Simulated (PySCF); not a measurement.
Al(F)(Me)(OSiH3) (CH₆AlFOSi), SMILES [CH3][Al]([F])[O][SiH3].

Coordinates come from a PBE0-D3(BJ)/def2-SVP optimisation. One conformer was computed; it need not be the lowest.

Two levels are set side by side: PBE/def2-TZVP (PySCF) and r2SCAN/def2-TZVP (PySCF). Same geometry, gas phase. Differences are taken from unrounded values.

| quantity | r2SCAN |
|---|---|
| orbital gap (eV) | 6.72 |
| highest occupied level (eV) | -7.63 |
| lowest empty level (eV) | -0.91 |
| dipole moment (D) | 1.76 |
| mean polarisability (bohr³) | 63.2 |

Task: What does PBE give, and how far is it from r2SCAN? (Estimate from the structure and the level; the computed values follow.)

Result: 
```json
[
 {"quantity": "orbital gap (eV)", "PBE": "5.90", "PBE minus r2SCAN": "-0.81"},
 {"quantity": "highest occupied level (eV)", "PBE": "-7.28", "PBE minus r2SCAN": "0.35"},
 {"quantity": "lowest empty level (eV)", "PBE": "-1.37", "PBE minus r2SCAN": "-0.46"},
 {"quantity": "dipole moment (D)", "PBE": "1.78", "PBE minus r2SCAN": "0.02"},
 {"quantity": "mean polarisability (bohr³)", "PBE": "65.9", "PBE minus r2SCAN": "2.8"}
]
```

Rough cost on one machine, each run with all the roots and properties that it gave: r2SCAN against PBE about 3 times.
